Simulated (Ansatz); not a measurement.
The cluster Cs₄F₃, relaxed as a doublet with UKS PBE-D4/def2-SVP in Ansatz, starting from the GFN1-xTB geometry. Force threshold 0.02 eV/Å.

In the def2 sets Cs takes a core potential; there is no spin–orbit coupling. The structure comes from a short search, and lower isomers may exist.

Start:

```tsv
atom	x (Å)	y (Å)	z (Å)
Cs1	-1.049	-1.529	-1.568
Cs2	2.537	0.030	0.186
Cs3	-0.416	2.555	-1.502
Cs4	-0.932	-0.214	2.422
F5	1.520	0.417	2.337
F6	-1.861	-1.749	0.715
F7	0.201	0.491	-2.590
```

```
         step  energy (eV)  largest force component (eV/Å)  SCF passes
            1  -10336.8655                           1.319          20
            2  -10337.5434                           0.430          23
            3  -10337.8014                           0.499          23
            4  -10337.9709                           0.457          20
            5  -10338.0922                           0.284          24
            6  -10338.1451                           0.109          24
            7  -10338.1599                           0.045          25
            8  -10338.1627                           0.049          20
            9  -10338.1658                           0.047          20
           10  -10338.1722                           0.122          20
           11  -10338.2042                           0.122          21
           12  -10338.2681                           0.182          20
           13  -10338.3468                           0.192          21
           14  -10338.3837                           0.196          20
15 (rejected)  -10338.3766                           0.192          20
           16  -10338.3962                           0.047          19
           17  -10338.4025                           0.035          18
           18  -10338.4124                           0.043          19
           19  -10338.4287                           0.069          19
           20  -10338.4505                           0.105          19
           21  -10338.4859                           0.156          19
           22  -10338.5501                           0.242          19
           23  -10338.6593                           0.356          20
           24  -10338.8020                           0.393          20
           25  -10338.8845                           0.230          18
           26  -10338.9076                           0.017          19
```

Force components are those of the run's own axes.

End:

```tsv
atom	x (Å)	y (Å)	z (Å)
Cs1	-1.624	-1.499	-1.795
Cs2	2.069	-0.778	0.047
Cs3	-0.064	2.716	-0.838
Cs4	-1.201	-0.130	2.568
F5	0.781	1.303	1.343
F6	-0.413	-1.881	0.624
F7	0.451	0.269	-1.949
```

Bonds formed: Cs2–F6, Cs3–F5 (atoms count from 1).

No frequencies were taken in this run, so the end may be a saddle point.

Run time 91 s (4 threads of Arm Neoverse V2 on a shared host).
